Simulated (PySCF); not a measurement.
Compound: C₆H₉OP.
Atom-mapped SMILES: `[CH2:1]=[CH:2][P:3](=[O:4])([CH:5]=[CH2:6])[CH:7]=[CH2:8]` (hydrogens: H9, H10 on C1; H11 on C2; H12 on C5; H13, H14 on C6; H15 on C7; H16, H17 on C8)

Computed by this run: PBE0-D3(BJ)/def2-SVP geometry optimisation, gas phase (PySCF); density fitting, grid level 1; the optimiser is geomeTRIC in internal coordinates, started from a GFN2-xTB structure.

Step 0: E = -17680.7297 eV
```
atom  x, y, z in Å  |  force x, y, z in eV/Å
C1     -1.7121   -2.0285    0.6115   -0.192  -0.086   0.171
C2     -0.7641   -1.5431   -0.1693    0.402   0.751   0.047
P3     -0.1000    0.1108    0.1902    1.079  -1.199  -2.083
O4     -0.6999    0.7777    1.3479   -0.902   0.983   1.710
C5     -0.2899    0.9970   -1.3858    0.167  -0.523   0.662
C6     -0.9330    2.1505   -1.3916   -0.137   0.240   0.013
C7      1.6927   -0.1676    0.3108   -0.834   0.067  -0.196
C8      2.3270    0.2365    1.3964    0.122   0.089   0.234
H9     -2.1575   -3.0000    0.4666   -0.192  -0.539  -0.146
H10    -2.0712   -1.4386    1.4404   -0.210   0.346   0.486
H11    -0.3628   -2.0840   -1.0141    0.182  -0.339  -0.446
H12     0.1297    0.5524   -2.2766    0.207  -0.191  -0.516
H13    -1.0889    2.7353   -2.2842   -0.041   0.262  -0.529
H14    -1.3298    2.5430   -0.4682   -0.231   0.226   0.542
H15     2.1907   -0.6576   -0.5132    0.326  -0.263  -0.419
H16     3.3878    0.1078    1.5430    0.581  -0.106   0.005
H17     1.7742    0.7206    2.1863   -0.327   0.285   0.464
```

Q: Estimate the geometry and energy of step 1. (The exact step hangs on the optimiser's Hessian estimate; all steps are aligned on step 0, rigid shifts and turns removed.)

A: E = -17680.8382 eV, largest force 0.220 eV/Å
```
atom  x, y, z in Å  |  force x, y, z in eV/Å
C1     -1.7187   -2.0304    0.6269   -0.040   0.000   0.048
C2     -0.7649   -1.5539   -0.1738    0.052  -0.085  -0.132
P3     -0.0856    0.0881    0.1516   -0.070   0.109   0.178
O4     -0.7031    0.7712    1.3372    0.021  -0.035  -0.057
C5     -0.2907    0.9980   -1.3953    0.059  -0.069  -0.143
C6     -0.9347    2.1655   -1.3824   -0.033   0.047   0.025
C7      1.6961   -0.1682    0.3079    0.080  -0.083  -0.129
C8      2.3226    0.2457    1.4097    0.004   0.028   0.055
H9     -2.1651   -3.0189    0.4745    0.024   0.034   0.001
H10    -2.0773   -1.4254    1.4675    0.014   0.001  -0.019
H11    -0.3809   -2.1320   -1.0257   -0.034   0.029   0.061
H12     0.1204    0.5740   -2.3220   -0.032   0.041   0.056
H13    -1.0848    2.7557   -2.2927    0.011  -0.025   0.030
H14    -1.3320    2.5594   -0.4399    0.011  -0.020  -0.008
H15     2.2348   -0.6647   -0.5113   -0.022   0.037   0.064
H16     3.4006    0.1104    1.5490   -0.040   0.005  -0.010
H17     1.7563    0.7375    2.2088   -0.006  -0.012  -0.022
```

The energy changes by -0.1085 eV. The first-order estimate −F·Δx gives -0.2330 eV and the mean of the old and new forces, exact on a quadratic surface, -0.1110 eV. The step makes an angle of 63° with the force vector and moves no atom by more than 0.053 Å.

What follows is the cost of the whole optimisation. Time: 58 s wall; peak memory 0.66 GiB. Hardware: an Arm Neoverse V1 with one thread, on a shared host.
